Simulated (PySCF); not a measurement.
**Stretching SiI**

Set-up: Si cc-pV(T+d)Z, I cc-pVTZ-PP with ECP28; scalar-relativistic core potentials (PySCF 2.14). Energies in eV from Si + I in their ground configurations at the same level. State: ²Π (doublet), unpaired electrons π ↑.

All columns are PBE0. A positive dipole means Si(−)I(+).

| R (Å) | E (eV) | μ (D) | Mulliken charge on Si (basis-dependent) | HOMO (eV) | LUMO (eV) | Mayer bond order | ⟨S²⟩ |
| --- | --- | --- | --- | --- | --- | --- | --- |
| 2.112 | -2.325 | 1.11 | -0.08 | -4.65 | -2.68 | 1.58 | 0.76 |
| 2.210 | -2.893 | 0.64 | -0.02 | -4.84 | -2.85 | 1.51 | 0.76 |
| 2.309 | -3.197 | 0.14 | 0.03 | -5.03 | -3.01 | 1.45 | 0.76 |
| 2.382 | -3.301 | -0.25 | 0.06 | -5.17 | -3.13 | 1.40 | 0.76 |
| 2.456 | -3.327 | -0.64 | 0.10 | -5.30 | -3.25 | 1.35 | 0.76 |
| 2.530 | -3.294 | -1.03 | 0.13 | -5.43 | -3.37 | 1.31 | 0.76 |
| 2.628 | -3.183 | -1.54 | 0.17 | -5.60 | -3.52 | 1.26 | 0.76 |
| 2.751 | -2.974 | -2.18 | 0.21 | -5.80 | -3.70 | 1.21 | 0.76 |
| 2.898 | -2.665 | -2.92 | 0.25 | -6.02 | -3.91 | 1.15 | 0.76 |
| 3.095 | -2.216 | -3.84 | 0.29 | -6.28 | -4.16 | 1.08 | 0.76 |

A fit through these points gives, at Re = 2.448 Å, μ = -0.59 D and dμ/dR = -5.29 D/Å; the reduced mass is 22.92 u.

Task: How strong is the fundamental in the double-harmonic approximation, I = 42.26·(dμ/dR)²/μred km/mol?

Result: I = 42.26·(-5.29)²/22.92 = 51.6 km/mol at PBE0.

Spin–orbit coupling is left out, which matters for elements this heavy, above all for dissociation energies. The state is the lowest determinant that a PBE0 search found; another state may lie lower at other levels.
